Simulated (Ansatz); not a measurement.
Molecule: SnF$_{3}$, charge 1, multiplicity 1. 
Geometry from a B3LYP-D3(BJ)/def2-TZVP (Ansatz, a quantum-chemistry and plane-wave program) optimisation:
```
Sn
F 1 1.8515
F 1 1.8515 2 120.00
F 1 1.8515 2 120.00 3 -180.00
```
Charge +1, spin multiplicity 1.

Basis-set convergence of Hartree-Fock and MP2 correlation energies (hartree) with Ansatz. Valence correlation only, unless marked. No spin-orbit coupling. Frozen are the shells of the preceding noble gas and the d and f shells that filled before the atom's block. In def2 rows, elements after Kr have scalar-relativistic effective core potentials.

| basis | functions | E(HF) | E(corr, MP2) |
|---|---|---|---|
| def2-SVP | 68 | -511.09797 | -0.64911 |
| def2-TZVPP | 143 | … | … |

### Question
Fill in the missing entries.

### Answer

- def2-TZVPP, E(HF): -511.51482
- def2-TZVPP, E(corr, MP2): -0.85195
